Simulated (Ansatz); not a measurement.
This geometry of Cl$_{3}$FH$_{2}$OTi (8 atoms, charge 0, multiplicity 1) is a first-order saddle point.

Level of theory: Ansatz 0.2.0, RKS B3LYP-D4/def2-SVP.

```xyz
8
Properties=species:S:1:pos:R:3
Ti -0.353 0.069 -0.168
F -0.320 0.796 1.781
Cl 1.714 -0.598 0.018
Cl -0.483 2.029 -1.098
Cl -1.078 -1.283 -1.749
O -1.845 -0.496 0.962
H -2.402 -1.283 0.927
H -1.247 0.137 1.814
```

(1) Which two structures does it join? (They come from a converged band through this point; their orientation in space is the band's.)

(2) How far does it lie above each of them?

## Answers

(1) Bonds broken: O6–H8. Bonds formed: F2–H8.

First end point:

```xyz
8
Properties=species:S:1:pos:R:3
Ti -0.024 0.052 -0.005
F 0.250 0.067 1.726
Cl 2.058 -0.072 -0.674
Cl -0.639 1.951 -0.900
Cl -0.796 -1.800 -0.977
O -2.161 0.012 0.882
H -2.626 -0.787 0.590
H -2.077 -0.053 1.846
```

Last end point:

```xyz
8
Properties=species:S:1:pos:R:3
Ti -0.448 -0.081 -0.271
F -0.304 0.985 1.931
Cl 1.592 -0.732 0.176
Cl -0.630 1.976 -0.991
Cl -1.001 -1.283 -2.013
O -1.735 -0.638 0.881
H -2.432 -1.284 0.703
H -1.057 0.428 2.072
```

(2) 0.90 eV above the first and 0.24 eV above the second. This is the barrier of this one path; another mechanism may lie lower. The orbitals stay closed-shell, which can raise the energy where a bond breaks towards radicals; this wasn't checked here.

Run time: 7.6 min on 4 threads of Arm Neoverse V1, with other jobs on the host, peak memory 0.37 GiB.
